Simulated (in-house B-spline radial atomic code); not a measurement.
A fraction x of an electron is added to 5p in I, starting from [Kr] 4d10 5s2 5p5 and keeping the highest spin. Method: scalar-relativistic (X2C) B97-1, spin-polarised, spherical fractional occupations, Fermi nucleus of rms radius 4.75 fm. Calculated with a radial B-spline atomic code at the basis-set limit.

Caution: exact exchange at fractional occupations of open shells leaves self-interaction of up to several eV.

```
  x  E(x) - E(0) (eV)  5p down level (eV)
  0            0.0000              -7.019
0.1           -0.6684              -6.351
0.2                 ?                   ?
0.3           -1.8071              -5.043
0.4           -2.2794              -4.405
0.5           -2.6885              -3.778
0.6           -3.0354              -3.163
0.7                 ?                   ?
0.8           -3.5480              -1.972
```

Q: What belongs in the row x = 0.2?

A: An energy change of -1.2705 eV; 5p down at -5.692 eV.

Q: What belongs in the row x = 0.7?

A: An energy change of -3.3215 eV; 5p down at -2.561 eV.

Q: Check Janak's theorem between x = 0.3 and 0.4.

A: The slope of the energy is -4.72 eV; the orbital levels give -4.72 eV (ε of the filling orbital, averaged over the two points).
